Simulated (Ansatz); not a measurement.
`[F][In]([F])[F]` + `FC(F)(F)CI` → `[F][In]([F])[I]` + `FCC(F)(F)F`  (formal exchange of groups at the In–F bond)

Isolated molecules relaxed with PBE0-D4/def2-TZVP in Ansatz; ΔE leaves out vibrations. CBS: MP2 limit from def2 TZ/QZ plus the TZ coupled-cluster correction, frozen cores. def2 core potentials past Kr. For I, In outer-core shells are correlated without core-valence functions, which leaves a few kJ/mol of doubt a bond.

`[F][In]([F])[F]`:

Cartesian coordinates in Å:
```
F 0.586 -0.665 -1.701
In 0.000 0.000 0.000
F -1.185 1.506 0.084
F 0.599 -0.841 1.617
```

`FC(F)(F)CI`:

Z-matrix (Å, degrees):
```
C
F 1 1.333
F 1 1.343 2 107.3
F 1 1.333 2 107.9 3 115.4
C 1 1.507 2 112.5 3 -119.8
I 5 2.123 1 113.2 2 -61.1
H 5 1.087 1 109.0 2 58.6
H 5 1.087 1 109.0 2 179.1
```

`[F][In]([F])[I]`:

Z-matrix (Å, degrees):
```
In
F 1 1.928
I 1 2.598 2 124.0
F 1 1.928 2 112.0 3 180.0
```

`FCC(F)(F)F`:

```xyz
8

F    -0.586    1.458   -0.828
C     0.291    0.732   -0.076
C    -0.228   -0.681    0.095
F    -0.367   -1.304   -1.074
F     0.644   -1.376    0.836
F    -1.408   -0.705    0.714
H     1.260    0.689   -0.578
H     0.395    1.187    0.912
```

```csv
species,CCSD/def2-TZVPP energy (Eh)
`[F][In]([F])[F]`,-488.75654
`FC(F)(F)CI`,-673.60329
`[F][In]([F])[I]`,-686.18558
`FCC(F)(F)F`,-476.19914
```

(1) Work out ΔE.

Largest T1 diagnostic among the species: 0.018.

Answers

(1) ΔE = (-686.18558) + (-476.19914) − (-488.75654) − (-673.60329) = -0.02489 Eh = -65.3 kJ/mol. CCSD(T)/CBS gives -59.0 kJ/mol.

At CCSD(T), def2-SVP lies −19.1 kJ/mol from the extrapolated value and def2-TZVPP −1.0 kJ/mol. From BLYP to BHLYP (50 % exact exchange), in def2-TZVPP and without D4, ΔE moves by −18.3 kJ/mol. Leaving LDA and LC-ωPBE aside and taking each functional with its dispersion term where it has one, the values, not all of them listed here, spread over 26.0 kJ/mol, from BHLYP-D4 to revPBE-D4. LDA lies −10.0 kJ/mol from PBE without D4.
